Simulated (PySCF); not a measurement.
Members of one series of related molecules.

All values: CAM-B3LYP/def2-SVPD (PySCF) at PBE0-D3(BJ)/def2-SVP geometries, gas phase, one conformer each. Core orbitals are frozen in the response; Δα² is half the sum of the squared differences of the principal polarisabilities. The calculation is non-relativistic, for gallium too.

Problem. Rank by HOMO–LUMO gap, lowest first.
A. `CC#[C][GaH2]`
B. `[SiH3][S][GaH2]`
C. `[Cl][GaH2]`
D. `C[CH2][GaH2]`

Solution. A (7.87 eV), B (8.07 eV), D (8.36 eV), C (8.85 eV).

Problem. Rank by vertical ionisation energy (ΔSCF), lowest first.
A. `[SiH3][S][GaH2]`
B. `C[NH][GaH2]`
C. `[Cl][GaH2]`

Solution. B (8.93 eV), A (9.68 eV), C (11.03 eV).

Problem. Rank by mean static polarisability, highest first.
A. `CC#[C][GaH2]`
B. `C[NH][GaH2]`
C. `[SiH3][S][GaH2]`
D. `C[CH2][GaH2]`
E. `[Cl][GaH2]`

Solution. C (11.86 Å³), A (9.91 Å³), D (8.40 Å³), B (7.92 Å³), E (6.49 Å³).

All values together:

| SMILES | formula | μ (D) | HOMO (eV) | LUMO (eV) | α (Å³) | Δα (Å³) | electrons | α per electron (Å³) | ΔSCF removal energy (eV) |
| --- | --- | --- | --- | --- | --- | --- | --- | --- | --- |
| CC#[C][GaH2] | C3H5Ga | 1.39 | -8.72 | -0.85 | 9.91 | 7.05 | 54 | 0.184 | 9.59 |
| [SiH3][S][GaH2] | GaH5SSi | 1.26 | -8.90 | -0.82 | 11.86 | 4.88 | 66 | 0.180 | 9.68 |
| C[CH2][GaH2] | C2H7Ga | 0.72 | -8.88 | -0.52 | 8.40 | 2.90 | 50 | 0.168 | 9.78 |
| [Cl][GaH2] | ClGaH2 | 2.15 | -9.86 | -1.00 | 6.49 | 2.40 | 50 | 0.130 | 11.03 |
| C[NH][GaH2] | CH6GaN | 0.85 | -8.15 | 0.11 | 7.92 | 3.04 | 50 | 0.158 | 8.93 |

Conformers: `[SiH3:1][S:2][GaH2:3]` with Si1–S2–Ga3–H 1° and -179°; `[CH3:1][CH2:2][GaH2:3]` with C1–C2–Ga3–H 177° and -3°.

Problem. By how much does the ΔSCF value exceed −ε(HOMO) over the species that have both?

Solution. By 0.78 to 1.18 eV, 0.90 eV on average, over 5 species.
